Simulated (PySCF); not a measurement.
Simulation results for AlBF₂H, AlBClFH₂

Calculation on a computer-drawn molecule: the log of a Hartree-Fock and frozen-core CCSD(T) single point meant for a local Hartree-Fock minimum, with one planted fault or none, to be diagnosed. Offsets are logged minus clean, where the clean run is the same molecule without the fault. The reference is restricted for singlets and unrestricted otherwise, and also for a bond in bohr or an excited solution. Adding or removing an electron swaps singlet and doublet. The excited solution moves the top pair (singlet) or top alpha electron (doublet) to the lowest empty orbital. Highest occupied and lowest empty are orbital energies over both spins, largest force is the largest gradient component, triples share is (T) over the correlation energy, the T1 limit is 0.02 restricted and 0.045 unrestricted, electrons count all cores, a negative frequency is imaginary (commonest isotopes), and the dipole is about the centre of nuclear charge. Program: PySCF 2.14.0.

Common to all runs: meant charge 0; meant basis cc-pV(D+d)Z; logged SCF converged yes; logged CC converged yes; logged SCF stable within its kind yes; possible faults no fault, one electron removed, one electron added, multiplicity raised by two, geometry at a saddle point, SCF held on an excited solution, minimal basis STO-3G, one bond length entered in bohr, all coordinates scaled.

```yaml
- entry: 1
  formula: AlBF2H
  logged_structure:
    atoms_angstrom:
      - [F, -4.0559, 1.3399, 0.4418]
      - [B, -2.9479, 2.0756, 0.5443]
      - [Al, -1.0288, 1.2039, -0.0613]
      - [F, -0.04, 0.6498, 1.1576]
      - [H, -3.1039, 3.2215, 0.8812]
  given:
    meant_multiplicity: 2
    logged_electrons: 37
    logged_basis_functions: 25
    logged_spin_squared: 0.7724
    "logged_highest_occupied [eV]": -4.1971
    "logged_lowest_empty [eV]": 7.1621
    "logged_largest_force [hartree/bohr]": 0.024372
    logged_T1_diagnostic: 0.023021
    logged_D1_diagnostic: 0.077668
    logged_triples_share: 0.070471
    "logged_dipole_magnitude [debye]": 2.2067
    "logged_energy_HF [hartree]": -460.05158
    "logged_energy_CCSD(T) [hartree]": -460.17677
    drawn_bonds_atom: [1, 2, 3, 2]
    drawn_bonds_other_atom: [2, 3, 4, 5]
    drawn_bonds_order: [1, 1, 1, 1]
  results:
    planted_fault: "minimal basis STO-3G"
    "HF_energy_offset_from_clean_run [kcal/mol]": 3824
    "CCSD(T)_energy_offset_from_clean_run [kcal/mol]": 4075
- entry: 2
  formula: AlBClFH2
  logged_structure:
    atoms_angstrom:
      - [F, 0.9634, -0.0512, 0.7351]
      - [B, 0.3199, -1.1936, 0.5364]
      - [Al, -1.7819, -1.5178, 0.9056]
      - [Cl, 2.2458, -3.7011, -0.6398]
      - [H, -2.8296, -1.2722, -0.2512]
      - [H, -2.2599, -2.0401, 2.3179]
  given:
    meant_multiplicity: 1
    logged_electrons: 46
    logged_basis_functions: 84
    logged_spin_squared: 0.8848
    "logged_highest_occupied [eV]": -8.5146
    "logged_lowest_empty [eV]": -0.63143
    "logged_largest_force [hartree/bohr]": 0.014972
    logged_T1_diagnostic: 0.056937
    logged_D1_diagnostic: 0.35059
    logged_triples_share: 0.024786
    "logged_dipole_magnitude [debye]": 1.925
    "logged_energy_HF [hartree]": -826.65426
    "logged_energy_CCSD(T) [hartree]": -827.15182
    drawn_bonds_atom: [1, 2, 2, 3, 3]
    drawn_bonds_other_atom: [2, 3, 4, 5, 6]
    drawn_bonds_order: [1, 1, 1, 1, 1]
  results:
    planted_fault: "one bond length entered in bohr, row 3 of the drawn bonds"
    "HF_energy_offset_from_clean_run [kcal/mol]": 84.95
    "CCSD(T)_energy_offset_from_clean_run [kcal/mol]": 96.58
  notes: ["T1 above single-reference limit"]
- entry: 3
  formula: AlBClFH2
  logged_structure:
    atoms_angstrom:
      - [F, 0.9634, -0.0512, 0.7351]
      - [B, 0.3199, -1.1936, 0.5364]
      - [Al, -1.7819, -1.5178, 0.9056]
      - [Cl, 1.339, -2.5205, -0.086]
      - [H, -2.8296, -1.2722, -0.2512]
      - [H, -2.2599, -2.0401, 2.3179]
  given:
    meant_multiplicity: 1
    logged_electrons: 45
    logged_basis_functions: 84
    logged_spin_squared: 0.7703
    "logged_highest_occupied [eV]": -17.248
    "logged_lowest_empty [eV]": -8.673
    "logged_largest_force [hartree/bohr]": 0.12419
    logged_T1_diagnostic: 0.023079
    logged_D1_diagnostic: 0.10211
    logged_triples_share: 0.028029
    "logged_dipole_magnitude [debye]": 4.2935
    "logged_energy_HF [hartree]": -826.43184
    "logged_energy_CCSD(T) [hartree]": -826.9396
    drawn_bonds_atom: [1, 2, 2, 3, 3]
    drawn_bonds_other_atom: [2, 3, 4, 5, 6]
    drawn_bonds_order: [1, 1, 1, 1, 1]
  results:
    planted_fault: "one electron removed"
    "HF_energy_offset_from_clean_run [kcal/mol]": 224.5
    "CCSD(T)_energy_offset_from_clean_run [kcal/mol]": 229.8
```
